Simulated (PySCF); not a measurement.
## Bond curve of HoF

Set-up: PySCF, spin-free X2C with a Gaussian nucleus, basis sets Ho x2c-SVPall, F x2c-SVPall. Energies in eV from Ho (4f11 6s2) + F in their ground configurations at the same level. State: quintet, about 10.5 electrons in the 4f shell (Mulliken), real f orbitals that mix terms.

All columns are PBE0. A positive dipole means Ho(−)F(+).

```csv
R (Å),E (eV),μ (D),Mulliken charge on Ho (basis-dependent),HOMO (eV),LUMO (eV),Mayer bond order,⟨S²⟩
1.704,-4.501,-1.01,0.22,-4.46,-2.18,1.28,6.00
1.784,-5.070,-1.49,0.28,-4.46,-2.39,1.21,6.00
1.863,-5.409,-2.01,0.34,-4.45,-2.37,1.15,6.00
1.923,-5.525,-2.38,0.37,-4.45,-2.37,1.10,6.00
1.982,-5.554,-2.75,0.41,-4.45,-2.38,1.06,6.01
2.042,-5.517,-3.11,0.44,-4.46,-2.39,1.02,6.01
2.121,-5.393,-3.57,0.47,-4.47,-2.41,0.97,6.01
2.220,-5.157,-4.15,0.50,-4.49,-2.44,0.92,6.00
2.339,-4.808,-4.81,0.53,-4.53,-2.48,0.88,6.00
2.497,-4.296,-5.68,0.55,-4.58,-2.53,0.83,6.00
```

A fit through these points gives, at Re = 1.975 Å, μ = -2.70 D and dμ/dR = -6.10 D/Å; the reduced mass is 17.04 u.

Task: How strong is the fundamental in the double-harmonic approximation, I = 42.26·(dμ/dR)²/μred km/mol?

Result: I = 42.26·(-6.10)²/17.04 = 92.3 km/mol at PBE0.

These are scalar-relativistic numbers at best; spin–orbit coupling would shift them, the dissociation energy most. The state is the lowest single determinant that the PBE0 search found; with open d or f shells the true ground state can be another one.
